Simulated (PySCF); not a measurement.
Computed IR spectrum (relative IR intensity) of a molecule C2H6FGaO. Geometry: PBE-D3(BJ)/def2-SVP. One conformer was computed; it need not be the lowest. All values below come from PBE-D3(BJ)/def2-SVP (PySCF 2.14.0). Frequencies are harmonic and unscaled.

Lines under 2 % of the strongest are left out, and lines within 2 cm⁻¹ are merged.

ν (cm⁻¹): 158 (w), 163 (w), 258 (w), 620 (m), 683 (m), 703 (m), 735 (m), 1095 (vs), 1160 (m), 1170 (w), 1377 (vw), 1423 (w), 1428 (w), 2895 (s), 2971 (m), 2991 (m) (against the strongest line: vs over 80 %, s over 45 %, m over 15 %, w over 4 %, vw less)

Task: Which molecule gave these data?
A. C[CH2][Ga]([OH])[F]
B. CC[O][GaH][F]
C. C[O][Ga]([CH3])[F]

Result: C, C[O][Ga]([CH3])[F]
